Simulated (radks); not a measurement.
Task: The mean radii <r> (bohr) of the occupied orbitals of an atom or ion are listed with their occupations. Calculated with a radial shooting solver on a logarithmic mesh with Libxc functionals: scalar-relativistic Kohn-Sham, SCAN, spin-unpolarised, spherical densities, finite nucleus; meta-GGA in the generalised Kohn-Sham scheme; Fermi nuclear charge, rms radius of each element as measured or else 0.836 A^(1/3) + 0.57 fm.

| orbital | occ. | <r> |
|---|---|---|
| 1s | 2 | 0.4172 |
| 2s | 1 | 2.326 |
| 6d | 1 | 49.08 |

Name the element and its charge.

Result: Z = 4, beryllium, charge 0: Be in [He] 2s1 6d1. The 1s radius gives Z: for a bare nucleus <r> = (2 gamma + 1)/(2Z) with gamma = sqrt(1 - (Z/c)^2), 0.3749 bohr for Z = 4, and screening makes it slightly larger (0.4172 here). The occupations add up to 4, and the charge is Z minus that.
